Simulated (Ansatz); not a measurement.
Al2S2, relaxed as a singlet with RKS PBE0-D4/def2-TZVP in Ansatz, starting from the GFN2-xTB geometry. Force threshold 0.02 eV/Å.

The restricted singlet is unstable towards broken spin symmetry in Hartree–Fock (as tested in another run); at PBE0-D4/def2-TZVP this wasn't settled. Another isomer (singlet) lies 0.73 eV lower at PBE0-D4/def2-TZVP; other spin states weren't run for this one.

Start:

```xyz
4

Al   -0.240    1.335   -1.063
Al   -0.155   -1.713    0.056
S     1.347    0.068    0.100
S    -0.952    0.310    0.907
```

```
step  energy (eV)  largest force component (eV/Å)  SCF passes
   1  -34853.0186                           1.964          19
   2  -34853.8228                           0.137          25
   3  -34853.8264                           0.031          22
   4  -34853.8271                           0.001          21
```

Force components are those of the run's own axes.

End:

| atom | x (Å) | y (Å) | z (Å) |
| --- | --- | --- | --- |
| Al1 | -0.243 | 1.555 | -1.140 |
| Al2 | -0.149 | -1.933 | 0.140 |
| S3 | 1.190 | 0.087 | 0.150 |
| S4 | -0.798 | 0.291 | 0.851 |

By distances, no bond broke or formed. The bond that changes most is S3–S4, from 2.45 to 2.12 Å (atoms count from 1).

No frequencies were taken in this run, so the end may be a saddle point.

It took 8.5 s on 2 threads of Arm Neoverse V2 on a shared host.
